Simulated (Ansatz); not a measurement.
Two structures of SiH₃Cl₃O, singlet, reached by relaxing down either side of one saddle point (PBE0-D4/def2-TZVP). Energies are electronic, without zero-point energy. Ansatz 0.2.0; basis: def2-TZVPP and def2-QZVPP; cores frozen in the correlated methods. Extrapolation: Hartree–Fock as exp(−7.88 √X), correlation as X^−2.97. First:

```csv
atom,x (Å),y (Å),z (Å)
Si1,-0.7988,0.0125,-0.6891
O2,0.7588,-0.4236,-0.7069
Cl3,-1.7133,-0.4560,-2.4406
Cl4,-0.8332,2.0084,-0.4064
Cl5,-1.8055,-0.9184,0.8084
H6,1.6934,0.4928,1.7667
H7,1.7276,0.6356,2.4987
H8,0.9708,-1.3514,-0.8308
```

Second:

Si1  (-0.791, 0.859, 0.109)
O2  (1.653, -1.027, -0.040)
Cl3  (-0.897, 0.172, -1.807)
Cl4  (-2.164, 2.354, 0.300)
Cl5  (-1.317, -0.624, 1.404)
H6  (1.399, -1.746, 0.545)
H7  (0.534, 1.398, 0.416)
H8  (1.584, -1.386, -0.928)
(Å)

Problem. Which bonds change from the first to the second?

Solution. SiHCl₃O ([OH][Si]([Cl])([Cl])[Cl]) + H₂ → SiHCl₃ ([Cl][SiH]([Cl])[Cl]) + H₂O; bonds formed: Si1–H7, O2–H6; bonds broken: Si1–O2, H6–H7.

Problem. Give the saddle point's structure and its height above each. (Judge from chemistry; the value comes from the calculation.)

Solution. Computed: 2.498 eV above the first and 1.742 eV above the second (CCSD(T) at an estimated basis limit (MP2 extrapolated from triple and quadruple zeta, plus CCSD(T) − MP2 in triple zeta)).
Si1  (-0.459, 0.262, 0.012)
O2  (1.127, -0.451, -0.444)
Cl3  (-1.321, -0.343, -1.800)
Cl4  (-0.725, 2.283, -0.135)
Cl5  (-1.667, -0.786, 1.299)
H6  (1.246, -0.155, 0.647)
H7  (0.597, 0.508, 1.288)
H8  (1.202, -1.319, -0.866)
(Å)

T1 diagnostic: at most 0.011.

Labels in which every atom is bracketed show which atoms are joined, not bond orders.

For scale, one of the runs: CCSD(T)/def2-TZVPP, 241 basis functions, launched by `ansatz run in.yaml --threads 8 --pin off --events-out ev --progress --plain --max-ram 19148MiB`. Time: 69 s of wall clock on 8 CPU threads of an Arm Neoverse V1; the host was shared. Peak host memory: 4.3 GiB.
